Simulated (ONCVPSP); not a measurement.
**PW91 ONCV dataset for Hf (Z = 72), fully relativistic all-electron reference.**

Input for ONCVPSP 4.0.1:

```
# ATOM AND REFERENCE CONFIGURATION
# atsym  z   nc   nv     iexc    psfile
  Hf 72.00   11    3  -109134      upf
#
#   n    l    f
    1    0    2.00
    2    0    2.00
    2    1    6.00
    3    0    2.00
    3    1    6.00
    3    2   10.00
    4    0    2.00
    4    1    6.00
    4    2   10.00
    4    3   14.00
    5    0    2.00
    5    1    6.00
    5    2    2.00
    6    0    2.00
#
# PSEUDOPOTENTIAL AND OPTIMIZATION
# lmax
    2
#
#   l,   rc,      ep,       ncon, nbas, qcut
    0    2.50    0.00    4    9    2.40
    1    1.35    0.00    4    8    6.50
    2    2.00    0.00    5   10    4.40
#
# LOCAL POTENTIAL
# lloc, lpopt,  rc(5),   dvloc0
    4    5    1.10    3.00
#
# VANDERBILT-KLEINMAN-BYLANDER PROJECTORs
# l, nproj, debl
    0    2    3.20
    1    2    2.60
    2    2    2.40
#
# MODEL CORE CHARGE
# icmod, fcfact, rcfact
    3    4.75    1.00
#
# LOG DERIVATIVE ANALYSIS
# epsh1, epsh2, depsh
   -3.00    5.00    0.02
#
# OUTPUT GRID
# rlmax, drl
    6.00    0.01
#
# TEST CONFIGURATIONS
# ncnf
    4
# nvcnf
#   n    l    f
    3
    5    1    6.00
    5    2    2.00
    6    0    1.00
#
    3
    5    1    6.00
    5    2    2.00
    6    0    0.00
#
    3
    5    1    6.00
    5    2    1.00
    6    0    0.00
#
    4
    5    1    6.00
    5    2    1.00
    6    0    2.00
    6    1    1.00
#
```

Command:

```bash
oncvpspr.x < Hf.dat > Hf.out
```

Output (shortened: citation, most of the input echo, consistency checks and plot data are left out):

```
ONCVPSP  (Optimized Norm-Conservinng Vanderbilt PSeudopotential)
relativistic version 4.0.1

#   n    l    f        energy (Ha)
    1    0    2.00    -2.3963081D+03
    2    0    2.00    -4.0954762D+02
    2    1    6.00    -3.4731812D+02    -3.9113437D+02
    3    0    2.00    -9.3309550D+01
    3    1    6.00    -7.5761181D+01    -8.5150897D+01
    3    2   10.00    -5.9911116D+01    -6.1958754D+01
    4    0    2.00    -1.8796182D+01
    4    1    6.00    -1.3304996D+01    -1.5454562D+01
    4    2   10.00    -7.4220474D+00    -7.8156154D+00
    4    3   14.00    -5.9032491D-01    -6.5444299D-01
    5    0    2.00    -2.4591773D+00
    5    1    6.00    -1.2282088D+00    -1.5141067D+00
    5    2    2.00    -9.4452588D-02    -1.1096937D-01
    6    0    2.00    -1.8951391D-01

Reference configufation results
  iterations    32
  all-electron total energy (Ha)   -1.50992571D+04

Begin loop to  construct optimized pseudo wave functions
and semi-local pseudopoentials for all angular momenta

   Wellstate for l =  0  n =  9 kap= -1
     eigenvalue =   3.0105
     asymptotic potential =   3.5105
     half-point radius =  4.8792

Calculating optimized projector #   1

 for l=   0

    Fraction of norm inside rc  0.221496
    Optimizing pswf for qcut=   2.39 a_B^-1,  ecut=   2.86 Ha
    Residual kinetic energy error=  5.79D-04 Ha

    Energy error per electron        Cutoff
         Ha          eV             Ha
         0.01000     0.27211        1.61
         0.00100     0.02721        2.63
         0.00010     0.00272        5.82
         0.00001     0.00027       17.97

Calculating optimized projector #   2

 for l=   0

    Fraction of norm inside rc  0.105803
    Optimizing pswf for qcut=   2.39 a_B^-1,  ecut=   2.86 Ha
    Residual kinetic energy error=  3.51D-01 Ha

    Energy error per electron        Cutoff
         Ha          eV             Ha
         0.01000     0.27211        9.22
         0.00100     0.02721       34.49
         0.00010     0.00272       46.34
         0.00001     0.00027       51.52

   Wellstate for l =  1  n =  7 kap= -2
     eigenvalue =   1.3718
     asymptotic potential =   1.8718
     half-point radius =  4.0830

Calculating optimized projector #   1

 for l=   1

    Fraction of norm inside rc  0.527798
    Optimizing pswf for qcut=   6.50 a_B^-1,  ecut=  21.15 Ha
    Residual kinetic energy error=  2.42D-03 Ha

    Energy error per electron        Cutoff
         Ha          eV             Ha
         0.01000     0.27211       16.45
         0.00100     0.02721       35.52
         0.00010     0.00272      104.27
         0.00001     0.00027      121.72

Calculating optimized projector #   2

 for l=   1

    Fraction of norm inside rc  0.059735
    Optimizing pswf for qcut=   6.50 a_B^-1,  ecut=  21.15 Ha
    Residual kinetic energy error=  1.09D-03 Ha

    Energy error per electron        Cutoff
         Ha          eV             Ha
         0.01000     0.27211       12.83
         0.00100     0.02721       21.42
         0.00010     0.00272       44.44
         0.00001     0.00027      114.17

   Wellstate for l =  1  n =  7 kap=  1
     eigenvalue =   1.0859

Calculating optimized projector #   1

 for l=   1

    Fraction of norm inside rc  0.624513
    Optimizing pswf for qcut=   6.50 a_B^-1,  ecut=  21.15 Ha
    Residual kinetic energy error=  2.90D-03 Ha

    Energy error per electron        Cutoff
         Ha          eV             Ha
         0.01000     0.27211       16.07
         0.00100     0.02721       43.62
         0.00010     0.00272      107.72
         0.00001     0.00027      128.16

Calculating optimized projector #   2

 for l=   1

    Fraction of norm inside rc  0.056236
    Optimizing pswf for qcut=   6.50 a_B^-1,  ecut=  21.15 Ha
    Residual kinetic energy error=  1.32D-03 Ha

    Energy error per electron        Cutoff
         Ha          eV             Ha
         0.01000     0.27211        8.81
         0.00100     0.02721       22.12
         0.00010     0.00272       46.43
         0.00001     0.00027      103.97

   Wellstate for l =  2  n =  7 kap= -3
     eigenvalue =   2.3055
     asymptotic potential =   2.8055
     half-point radius =  3.8508

Calculating optimized projector #   1

 for l=   2

    Fraction of norm inside rc  0.397767
    Optimizing pswf for qcut=   4.40 a_B^-1,  ecut=   9.69 Ha
    Residual kinetic energy error=  2.69D-03 Ha

    Energy error per electron        Cutoff
         Ha          eV             Ha
         0.01000     0.27211        7.99
         0.00100     0.02721       11.86
         0.00010     0.00272       66.16
         0.00001     0.00027       91.28

Calculating optimized projector #   2

 for l=   2

    Fraction of norm inside rc  0.127135
    Optimizing pswf for qcut=   4.40 a_B^-1,  ecut=   9.69 Ha
    Residual kinetic energy error=  1.32D-02 Ha

    Energy error per electron        Cutoff
         Ha          eV             Ha
         0.01000     0.27211       10.10
         0.00100     0.02721       14.18
         0.00010     0.00272       27.86
         0.00001     0.00027       59.47

   Wellstate for l =  2  n =  7 kap=  2
     eigenvalue =   2.2890

Calculating optimized projector #   1

 for l=   2

    Fraction of norm inside rc  0.436967
    Optimizing pswf for qcut=   4.40 a_B^-1,  ecut=   9.69 Ha
    Residual kinetic energy error=  3.91D-03 Ha

    Energy error per electron        Cutoff
         Ha          eV             Ha
         0.01000     0.27211        8.42
         0.00100     0.02721       16.35
         0.00010     0.00272       78.56
         0.00001     0.00027       93.26

Calculating optimized projector #   2

 for l=   2

    Fraction of norm inside rc  0.129197
    Optimizing pswf for qcut=   4.40 a_B^-1,  ecut=   9.69 Ha
    Residual kinetic energy error=  1.68D-02 Ha

    Energy error per electron        Cutoff
         Ha          eV             Ha
         0.01000     0.27211       10.45
         0.00100     0.02721       14.88
         0.00010     0.00272       34.51
         0.00001     0.00027       63.51

Construct Vanderbilt / Kleinmman-Bylander projectors

B matrix Hermiticity error, ll=  0  kap= -1
   1   2    1.3726D-04

  Orthonormal projector coefficients  9.9596E+00  1.2683E+00

B matrix Hermiticity error, ll=  1  kap= -2
   1   2   -3.1701D-04

  Orthonormal projector coefficients  1.0432E+01  1.9230E+00

B matrix Hermiticity error, ll=  1  kap=  1
   1   2   -3.8020D-04

  Orthonormal projector coefficients  1.0528E+01  2.3917E+00

B matrix Hermiticity error, ll=  2  kap= -3
   1   2   -1.7603D-04

  Orthonormal projector coefficients  7.5682E+00  2.4297E+00

B matrix Hermiticity error, ll=  2  kap=  2
   1   2   -1.8584D-04

  Orthonormal projector coefficients  1.5245E+01  3.4492E+00

 Orthonormal scalar projector coefficients, l =  1
  1.0379E+01  2.0992E+00  6.1144E-02  4.3665E-03

 Orthonormal spin-orbit projector coefficients, l =  1
 -1.5580E+00  1.0014E+00  2.4175E-01 -6.1690E-02

 Orthonormal scalar projector coefficients, l =  2
  1.0353E+01  3.1049E+00  1.7731E-02  7.1454E-04

 Orthonormal spin-orbit projector coefficients, l =  2
 -3.5399E+00  7.0781E-02 -3.2069E-02  2.2527E-02

Model core correction analysis
  based on d2Exc/dn_idn_j

d2excae - all-electron derivatives

   -1.938892D-02   -9.512175D-03   -2.352934D-03
   -9.512143D-03   -1.402255D-02   -1.314851D-02
   -2.352782D-03   -1.314635D-02   -2.122957D-02

d2excps - pseudofunction derivatives with no core correction

   -3.903414D-02   -1.613042D-02   -3.546591D-03
   -1.613075D-02   -1.978594D-02   -1.683427D-02
   -3.546311D-03   -1.683047D-02   -2.538020D-02

rms 2nd derivative error    7.845684E-03

rmatch, rhocmatch    1.1786    4.7608

Teter function model core charge with specified parameters

d2excps - pseudofunction derivatives with core correction

   -3.422829D-02   -1.559632D-02   -3.542778D-03
   -1.559659D-02   -1.974774D-02   -1.683797D-02
   -3.542506D-03   -1.683417D-02   -2.538005D-02

rms 2nd derivative error    6.448871E-03

Pseudoatom total energy  -31.326693

Diagnostic tests using Vanderbilt-Kleinman-Bylander pseudopotentials
  relativistic with J = L +/- 1/2 projectors

   l  kap   rcore       rmatch      e in        delta e    norm test   slope test

   0  -1   2.5044840   2.5805256  -0.1895139  -0.0000001   1.0000160   1.0000107
   0  -1   2.5044840   2.5805256   3.0104861   0.0000406   1.0005374   1.0005374

   1  -2   1.3524657   1.3935295  -1.2282088  -0.0000236   1.0001286   1.0001818
   1   1   1.3524657   1.3935295  -1.5141067  -0.0000008   1.0001537   1.0001588
   1  -2   1.3524657   1.3935295   1.3717912   0.0000045   1.0004713   1.0004713
   1   1   1.3524657   1.3935295   1.3213036   0.0000083   1.0005115   1.0005115

   2  -3   2.0072108   2.0681540  -0.0944526  -0.0000005   1.0000356   1.0000710
   2   2   2.0072108   2.0681540  -0.1109694   0.0000065   1.0000449   1.0000358
   2  -3   2.0072108   2.0681540   2.3055474   0.0000367   1.0002728   1.0002728
   2   2   2.0072108   2.0681540   2.2896291   0.0000459   1.0002749   1.0002749

Diagnostic tests using Vanderbilt-Kleinman-Bylander pseudopotentials
  relativistic with scalar and spin-orbit non-local projectors

   l  kap   rcore       rmatch      e in        delta e    norm test   slope test

   0  -1   2.5044840   2.5805256  -0.1895139  -0.0000001   1.0000160   1.0000107
   0  -1   2.5044840   2.5805256   3.0104861   0.0000406   1.0005374   1.0005374

   1  -2   1.3524657   1.3935295  -1.2282088  -0.0003944   1.0001149   0.9994871
   1   1   1.3524657   1.3935295  -1.5141067  -0.0004183   1.0001606   0.9997335
   1  -2   1.3524657   1.3935295   1.3717912  -0.0005945   1.0004333   1.0004333
   1   1   1.3524657   1.3935295   1.3213036  -0.0004622   1.0004505   1.0004505

   2  -3   2.0072108   2.0681540  -0.0944526  -0.0000349   0.9999797   0.9994758
   2   2   2.0072108   2.0681540  -0.1109694  -0.0000298   0.9999996   0.9995772
   2  -3   2.0072108   2.0681540   2.3055474   0.0000323   1.0002854   1.0002854
   2   2   2.0072108   2.0681540   2.2896291   0.0000377   1.0002918   1.0002918

Ghost test for J = L + 1/2

 Testing for bound ghosts
   n   l    E NL Schr. Eq   E Basis Diag.   E Cutoff

       0                       -4.147591     55.19  WARNING - GHOST(-)
   1   0       -0.189514       -0.184477     55.19

   2   1       -1.228232       -1.226805    165.25

   3   2       -0.094453       -0.084777    137.38

 Testing for highly-localized positive-energy ghosts
       l    <radius>/rc     E Basis Diag.   E Cutoff

       0        0.382501        3.383278     55.19  WARNING - GHOST(+)

Ghost test for J = L - 1/2

 Testing for bound ghosts
   n   l    E NL Schr. Eq   E Basis Diag.   E Cutoff

       0                       -4.147591     55.19  WARNING - GHOST(-)
   1   0       -0.189514       -0.184477     55.19

   2   1       -1.514107       -1.513577    165.25

   3   2       -0.110963       -0.103263    137.38

 Testing for highly-localized positive-energy ghosts
       l    <radius>/rc     E Basis Diag.   E Cutoff

       0        0.382501        3.383278     55.19  WARNING - GHOST(+)

Test configuration 0

   n   l kap    f        eae           eps        diff
   1   0  -1  2.0000-2396.30811253
   2   0  -1  2.0000 -409.54761692
   2   1  -2  4.0000 -347.31811686
   2   1   1  2.0000 -391.13436578
   3   0  -1  2.0000  -93.30955044
   3   1  -2  4.0000  -75.76118067
   3   1   1  2.0000  -85.15089737
   3   2  -3  6.0000  -59.91111643
   3   2   2  4.0000  -61.95875384
   4   0  -1  2.0000  -18.79618196
   4   1  -2  4.0000  -13.30499558
   4   1   1  2.0000  -15.45456196
   4   2  -3  6.0000   -7.42204736
   4   2   2  4.0000   -7.81561541
   4   3  -4  8.0000   -0.59032491
   4   3   3  6.0000   -0.65444299
   5   0  -1  2.0000   -2.45917734
   5   1  -2  4.0000   -1.22820883   -1.22823242   -2.36E-05
   5   1   1  2.0000   -1.51410667   -1.51410745   -7.82E-07
   5   2  -3  1.2000   -0.09445259   -0.09445308   -4.92E-07
   5   2   2  0.8000   -0.11096937   -0.11096290    6.46E-06
   6   0  -1  2.0000   -0.18951391   -0.18951398   -7.70E-08

    Total energies and differences
      AE_ref= -1.50992571E+04  AE_tst= -1.50992571E+04  dif=  0.00E+00
      PS_ref= -3.13266931E+01  PS_tst= -3.13266931E+01  dif= -3.55E-15
      PSP excitation error=  3.55E-15

Test configuration 1

   n   l kap    f        eae           eps        diff
   1   0  -1  2.0000-2396.56549638
   2   0  -1  2.0000 -409.80317749
   2   1  -2  4.0000 -347.57371623
   2   1   1  2.0000 -391.39008924
   3   0  -1  2.0000  -93.56498044
   3   1  -2  4.0000  -76.01661171
   3   1   1  2.0000  -85.40634207
   3   2  -3  6.0000  -60.16647399
   3   2   2  4.0000  -62.21411118
   4   0  -1  2.0000  -19.05164380
   4   1  -2  4.0000  -13.56042882
   4   1   1  2.0000  -15.71001159
   4   2  -3  6.0000   -7.67738178
   4   2   2  4.0000   -8.07096402
   4   3  -4  8.0000   -0.84552191
   4   3   3  6.0000   -0.90964889
   5   0  -1  2.0000   -2.71431707
   5   1  -2  4.0000   -1.48375369   -1.48153955    2.21E-03
   5   1   1  2.0000   -1.76955416   -1.76675809    2.80E-03
   5   2  -3  1.2000   -0.33338506   -0.33278586    5.99E-04
   5   2   2  0.8000   -0.35221316   -0.35154562    6.68E-04
   6   0  -1  1.0000   -0.40541307   -0.40548558   -7.25E-05

    Total energies and differences
      AE_ref= -1.50992571E+04  AE_tst= -1.50989619E+04  dif=  2.95E-01
      PS_ref= -3.13266931E+01  PS_tst= -3.10313709E+01  dif=  2.95E-01
      PSP excitation error= -6.20E-05

Test configuration 2

   n   l kap    f        eae           eps        diff
   1   0  -1  2.0000-2396.86831703
   2   0  -1  2.0000 -410.10347095
   2   1  -2  4.0000 -347.87407534
   2   1   1  2.0000 -391.69063518
   3   0  -1  2.0000  -93.86460927
   3   1  -2  4.0000  -76.31623966
   3   1   1  2.0000  -85.70601500
   3   2  -3  6.0000  -60.46607082
   3   2   2  4.0000  -62.51372029
   4   0  -1  2.0000  -19.35140780
   4   1  -2  4.0000  -13.86022247
   4   1   1  2.0000  -16.00977507
   4   2  -3  6.0000   -7.97710185
   4   2   2  4.0000   -8.37068586
   4   3  -4  8.0000   -1.14493382
   4   3   3  6.0000   -1.20909191
   5   0  -1  2.0000   -3.01355063
   5   1  -2  4.0000   -1.78167145   -1.77634787    5.32E-03
   5   1   1  2.0000   -2.06825933   -2.06169493    6.56E-03
   5   2  -3  1.2000   -0.60734107   -0.60506960    2.27E-03
   5   2   2  0.8000   -0.62863342   -0.62625607    2.38E-03
   6   0  -1  0.0000   -0.64398651   -0.64398651    0.00E+00

    Total energies and differences
      AE_ref= -1.50992571E+04  AE_tst= -1.50984392E+04  dif=  8.18E-01
      PS_ref= -3.13266931E+01  PS_tst= -3.05089679E+01  dif=  8.18E-01
      PSP excitation error=  2.32E-04

Test configuration 3

psatom_r: WARNING lschvkbb convergence error n,l,kap,iter=   3   2  -3

ea(ii),et,emin,emax -1.035179E-01 -1.138697E-01 -1.138697E-01 -1.138697E-01

psatom_r: WARNING lschvkbb convergence error n,l,kap,iter=   2   1  -2

ea(ii),et,emin,emax -1.252190E+00 -1.126971E+00 -1.126971E+00 -1.126971E+00

psatom_r: WARNING lschvkbb convergence error n,l,kap,iter=   3   2  -3

ea(ii),et,emin,emax -1.035179E-01 -9.316615E-02 -9.316615E-02 -9.316615E-02

psatom_r: WARNING lschvkbb convergence error n,l,kap,iter=   1   0  -1

ea(ii),et,emin,emax -2.074580E-01 -2.282039E-01 -2.282039E-01 -2.282039E-01
run_config_r: WARNING for fully non-local PS atom,
 WARNING no output for configuration 4

Test configuration 4

   n   l kap    f        eae           eps        diff
   1   0  -1  2.0000-2396.43061212
   2   0  -1  2.0000 -409.67319537
   2   1  -2  4.0000 -347.44363348
   2   1   1  2.0000 -391.25970796
   3   0  -1  2.0000  -93.43376482
   3   1  -2  4.0000  -75.88538140
   3   1   1  2.0000  -85.27515905
   3   2  -3  6.0000  -60.03568562
   3   2   2  4.0000  -62.08336427
   4   0  -1  2.0000  -18.92083470
   4   1  -2  4.0000  -13.42996096
   4   1   1  2.0000  -15.57929316
   4   2  -3  6.0000   -7.54741149
   4   2   2  4.0000   -7.94088672
   4   3  -4  8.0000   -0.71558985
   4   3   3  6.0000   -0.77976152
   5   0  -1  2.0000   -2.58477878
   5   1  -2  4.0000   -1.34664381   -1.34958869   -2.94E-03
   5   1   1  2.0000   -1.63602222   -1.63976471   -3.74E-03
   5   2  -3  0.6000   -0.17648809   -0.17690297   -4.15E-04
   5   2   2  0.4000   -0.19625915   -0.19674201   -4.83E-04
   6   0  -1  2.0000   -0.24244992   -0.24188068    5.69E-04
   6   1  -2  0.6667   -0.07955481   -0.07977090   -2.16E-04
   6   1   1  0.3333   -0.09853279   -0.09876528   -2.32E-04

    Total energies and differences
      AE_ref= -1.50992571E+04  AE_tst= -1.50991851E+04  dif=  7.20E-02
      PS_ref= -3.13266931E+01  PS_tst= -3.12545992E+01  dif=  7.21E-02
      PSP excitation error= -1.02E-04
```

Note: ghosts flagged at negative energy: s at -112.9 eV; GHOST(+) flagged for s at 92.1 eV. A true bound ghost makes a file unfit for plane-wave use.

The run took about 14 s on one core of a shared server CPU.
